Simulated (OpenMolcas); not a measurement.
## Cl⁺: the spin-orbit constant, worked from levels

```json
{
 "Program": "OpenMolcas 26.06",
 "Basis": "ANO-R2 [5s4p3d1f]",
 "Scalar Hamiltonian": "X2C, finite nucleus",
 "Active space": "6 electrons in 8 orbitals (3s 3p 4s 4p)",
 "State averaging": "2S+1 = 3 even, 3 roots; 2S+1 = 1 even, 6 roots; 2S+1 = 3 odd, 1 root; 2S+1 = 1 odd, 5 roots",
 "Spin-orbit coupling": "RASSI with atomic mean-field integrals over the reference wave functions, term energies averaged over their components"
}
```

Methods: CASSCF; SS-CASPT2, IPEA 0.25 Eh, imaginary shift 0.1 Eh (closed shells correlated: 2s 2p). Measured levels: NIST Handbook of Basic Atomic Spectroscopic Data.

**The spin-orbit constant.** For the Hund term 3P of p4, E(J) = (A/2) J(J+1) + constant and ζ = -2S·A = -2A. From J = 0 to J = 2 the energy changes by 3 A.

```tsv
Source	E(2) - E(0)	A	ζ
CASSCF	-898.5	-299.5	599
SS-CASPT2	-903.8	-301.3	603
measured	-996.5	-332.2	664
```

All in cm-1. SS-CASPT2 is off by -9.3 % and CASSCF by -9.8 %. Both methods take the spin-orbit matrix elements from the reference wave functions, so the second can move ζ only through the term energies and any multistate remixing. Second-order mixing with other terms is absorbed into this ζ.

The run also gave levels led by 3s2 3p3 4s, which use shells meant for correlation; these and all levels above them are left out. Without dynamic correlation excited terms often stand tens of per cent too high (terms of higher spin than the ground term too low), and those without a measured partner can miss by more than the paired ones (holds for CASSCF). Computed and measured levels are paired by configuration, term and J; levels that our copy of the source lacks, or whose pairing is in doubt (as where it misses far off the trend of its configuration), stay unpaired and out of the deviations. Only configurations of the active space appear.
